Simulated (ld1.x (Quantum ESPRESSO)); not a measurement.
# Which change was made? (S, TM)

* Element: S
* Generator: ld1.x (Quantum ESPRESSO) 7.5
* Type: norm-conserving Troullier–Martins (Kleinman–Bylander form)
* Functional: LDA (PZ)
* Relativity: scalar-relativistic
* Frozen core: [Ne]
* Valence charge: 6
* Reference configuration: 3s2 3p4
* Partial waves: 3p (bound): rc 1.75 bohr; 3s (bound): rc 1.00 bohr
* Local potential: the s channel
* Core correction: Bessel-smoothed model core inside 0.90 bohr

Cutoffs, loose and tight: the cutoffs (Ry, on a coarse ladder) from which the occupation-weighted sum of valence levels, in a spherical-Bessel basis at the reference potential, stays within 10 and 1 mRy of its value at 400 Ry. They do not see the model core or the augmentation charge, which bear on the density cutoff. Test errors are all-electron minus pseudo excitation energies from the reference, over the configurations 3s2 3p3; 3s2 3p2; 3s2 3p1; 3s2 3p3.5; 3s1 3p4; 3s2 3p4.3; 3s2 3p0 (two spin-polarised tests are not counted in the largest error); variants that change the core or the reference have their own tests.

The base gives: outcome: generated; cutoff, loose: 90 Ry; cutoff, tight: 230 Ry; bound ghosts: none; largest test error (meV): +290.

Task: After one change the result is: outcome: generated; cutoff, loose: 300 Ry; cutoff, tight: over 300 Ry; bound ghosts: none; largest test error (meV): +479. Which change was it?
A. all radii but the core radius scaled by about 1.40 (s 1.40, p 2.44 bohr)
B. all radii but the core radius scaled by about 0.84 (s 0.84, p 1.46 bohr)
C. all radii but the core radius scaled by about 1.24 (s 1.24, p 2.16 bohr)

Result: B. The others give: all radii but the core radius scaled by about 1.24 (s 1.24, p 2.16 bohr) → outcome: generated; cutoff, loose: 40 Ry; cutoff, tight: 70 Ry; bound ghosts: none; largest test error (meV): +128 | all radii but the core radius scaled by about 1.40 (s 1.40, p 2.44 bohr) → outcome: generated; cutoff, loose: 40 Ry; cutoff, tight: 60 Ry; bound ghosts: none; largest test error (meV): +90.
